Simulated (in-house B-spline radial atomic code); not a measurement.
The outermost shell (largest non-relativistic mean radius) with and without relativity; Dirac values are averaged over j. Computed with a B-spline radial code for spherical atoms: non-relativistic Hartree-Fock and Dirac-Hartree-Fock, averages of the configuration (point nuclei without relativity, finite nuclei with it).

```json
{"ion": "Cl6+", "configuration": "[Ne] 3s1", "outermost shell": "3s", "radius non-relativistic (bohr)": "1.2834", "radius Dirac (bohr)": "1.2792", "radius change (%)": "-0.3298", "level non-relativistic (eV)": "-113.395", "level Dirac (eV)": "-113.75", "spin-orbit splitting (eV)": "-"}
{"ion": "Ca6+", "configuration": "[Ne] 3s2 3p2", "outermost shell": "?", "radius non-relativistic (bohr)": "?", "radius Dirac (bohr)": "?", "radius change (%)": "?", "level non-relativistic (eV)": "?", "level Dirac (eV)": "?", "spin-orbit splitting (eV)": "?"}
{"ion": "Ti6+", "configuration": "[Ne] 3s2 3p4", "outermost shell": "3p", "radius non-relativistic (bohr)": "0.97264", "radius Dirac (bohr)": "0.97077", "radius change (%)": "-0.19234", "level non-relativistic (eV)": "-142.611", "level Dirac (eV)": "-142.77", "spin-orbit splitting (eV)": "0.8475"}
{"ion": "Ag6+", "configuration": "[Kr] 4d5", "outermost shell": "?", "radius non-relativistic (bohr)": "?", "radius Dirac (bohr)": "?", "radius change (%)": "?", "level non-relativistic (eV)": "?", "level Dirac (eV)": "?", "spin-orbit splitting (eV)": "?"}
{"ion": "Os6+", "configuration": "[Xe] 4f14 5d2", "outermost shell": "5d", "radius non-relativistic (bohr)": "1.4171", "radius Dirac (bohr)": "1.4306", "radius change (%)": "0.95172", "level non-relativistic (eV)": "-86.087", "level Dirac (eV)": "-84.385", "spin-orbit splitting (eV)": "1.5118"}
```

(1) Fill in the row of Ca6+.

(2) Fill in the row of Ag6+.

(3) Which member changes most?

Results:

(1) outermost shell: 3p; radius non-relativistic (bohr): 1.0911; radius Dirac (bohr): 1.0895; radius change (%): -0.14795; level non-relativistic (eV): -125.363; level Dirac (eV): -125.47; spin-orbit splitting (eV): 0.52927.

(2) outermost shell: 4d; radius non-relativistic (bohr): 1.1146; radius Dirac (bohr): 1.1206; radius change (%): 0.53477; level non-relativistic (eV): -105.678; level Dirac (eV): -104.68; spin-orbit splitting (eV): 0.82012.

(3) Osmium (Os6+): its 5d shell expands by 1.0 %.
